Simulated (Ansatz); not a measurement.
Spectroscopic constants of NaLi, closed-shell singlet (the spin of the measured ground state).

D_e counts from the fitted minimum to each atom's lowest state at the same level, without counterpoise. The singlet is restricted.

Run with Ansatz (Gaussian orbitals). 

### Question
One of these levels gives 15.64 kcal/mol for the bond energy D_e. Which?
A) PBE/def2-TZVPP
B) r2SCAN/def2-TZVPP
C) SVWN5/def2-TZVPP

### Answer
B, r2SCAN/def2-TZVPP. The others give 21.60 (SVWN5/def2-TZVPP), 18.51 (PBE/def2-TZVPP)

Ansatz is a quantum-chemistry and plane-wave program.
